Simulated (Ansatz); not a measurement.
Two isomers of C3H7FOSi: A = `C/C([SiH3])=C(/O)F`, B = `C=C[SiH](F)OC`.

Isolated molecules relaxed with PBE0-D4/def2-TZVP in Ansatz; ΔE leaves out vibrations. CCSD(T)/CBS adds triple-zeta CCSD(T) − MP2 to the extrapolated MP2 energy (def2 sets, frozen cores). Functionals use def2-TZVPP. B3LYP here is the variant with VWN-RPA as its local correlation; programs differ in this. Each species was taken in one conformer, which may not be the lowest.

Which is lower in electronic energy at CCSD(T)/CBS, and by how much? (An estimate is asked.)

The calculation gave: B, by 303.4 kJ/mol.

Give E(B) − E(A) in kJ/mol with CCSD/def2-TZVPP, HF/def2-TZVPP, r2SCAN-D4, CCSD(T)/def2-TZVPP, B3LYP-D4, B3LYP, B2PLYP. (Best estimate.)

The calculation gave: CCSD/def2-TZVPP -302.5, HF/def2-TZVPP -322.6, r2SCAN-D4 -274.5, CCSD(T)/def2-TZVPP -295.8, B3LYP-D4 -289.9, B3LYP -290.3, B2PLYP -297.5. None reverses the order clearly.

Largest T1 diagnostic: 0.012.

In def2-TZVPP, CCSD(T) changes the Hartree–Fock value by +26.8 kJ/mol (the triples alone add +6.7 kJ/mol) and MP2 by +22.0 kJ/mol. From PBE to PBE0 (25 % exact exchange), in def2-TZVPP and without D4, E(B) − E(A) moves by −12.1 kJ/mol.
